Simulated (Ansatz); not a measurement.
Ansatz (a first-principles code) input (CCSD(T)/STO-3G):

Ansatz 0.2 input:
```yaml
crystal:
  periodic: [false, false, false]
  atoms:
    - {symbol: C, position_ang: [2.33322710, -0.63363432, 0.06754451]}
    - {symbol: C, position_ang: [1.01607980, -0.01374382, 0.37280208]}
    - {symbol: N, position_ang: [0.05385408, -0.00670378, -0.62768891]}
    - {symbol: C, position_ang: [-1.20191540, 0.70459959, -0.42349828]}
    - {symbol: C, position_ang: [-2.11002271, 0.00680942, 0.58194725]}
    - {symbol: H, position_ang: [2.26722227, -1.72143879, -0.09502676]}
    - {symbol: H, position_ang: [2.77729479, -0.20756772, -0.83981337]}
    - {symbol: H, position_ang: [3.03618352, -0.46740472, 0.88426919]}
    - {symbol: H, position_ang: [0.63435691, -0.04891034, 1.38439800]}
    - {symbol: H, position_ang: [0.43810727, 0.11793973, -1.55336794]}
    - {symbol: H, position_ang: [-1.01898275, 1.73867808, -0.09793344]}
    - {symbol: H, position_ang: [-1.70635898, 0.75428597, -1.39005956]}
    - {symbol: H, position_ang: [-1.65795034, -0.02686473, 1.57382086]}
    - {symbol: H, position_ang: [-2.31335771, -1.01762860, 0.26652083]}
    - {symbol: H, position_ang: [-3.05770643, 0.54165229, 0.66824125]}
basis:
  gaussian:
    orbitals: STO-3G
magnetization: {spin_polarized: true, initial_magnetization: 1}
correlation: {method: ccsd_t, electrons: outside_noble_gas}
```

Output:

```
Functional definition: HF
integrals: 0.01 GiB planned
493 factors; integrals over basis functions are off by at most 4.1e-5 eV
0.08 GiB of device memory are held for the factors and their scratch space
mean field: 0.11 GiB planned
mean field evaluation 1: about -5689.2955 eV, gradient 1.2e1 eV
mean field evaluation 2: about -5689.6333 eV, gradient 1.1e1 eV
mean field evaluation 4: about -5690.9010 eV, gradient 1.4e0 eV
mean field evaluation 8: about -5690.9440 eV, gradient 2.0e-2 eV
mean field evaluation 16: about -5690.6116 eV, gradient 6.9e-1 eV
mean field -5690.94400474 eV, -209.1383347137 hartree, gradient 1.4e-6 eV, S^2 0.759227; 0 other end points of the search recorded, 0 dependent functions left out
5 core orbitals not correlated
reference -5690.94400474 eV, -209.1383347137 hartree; 16, 15 occupied and 14, 15 virtual orbitals, 493 factors
second order -6.39940086 eV of doubles, -0.00000000 eV of singles
coupled cluster: 0.14 GiB planned
cycle   1  -7.82147983 eV  change    -1.4e0 eV  update   8.7e-2
cycle   2  -8.50525722 eV  change   -6.8e-1 eV  update   3.5e-2
cycle   3  -8.56038058 eV  change   -5.5e-2 eV  update   1.0e-2
cycle   4  -8.56047309 eV  change   -9.3e-5 eV  update   4.1e-3
cycle   5  -8.55911087 eV  change    1.4e-3 eV  update   1.5e-3
cycle   6  -8.55829658 eV  change    8.1e-4 eV  update   4.1e-4
cycle   7  -8.55810472 eV  change    1.9e-4 eV  update   1.4e-4
cycle   8  -8.55815313 eV  change   -4.8e-5 eV  update   5.3e-5
cycle   9  -8.55815099 eV  change    2.1e-6 eV  update   2.2e-5
perturbative correction -0.06646599 eV, -0.0024425799 hartree
Total energy: -5699.56862172 eV, -209.4552835417 hartree
```

It need not be the lowest isomer of its formula.
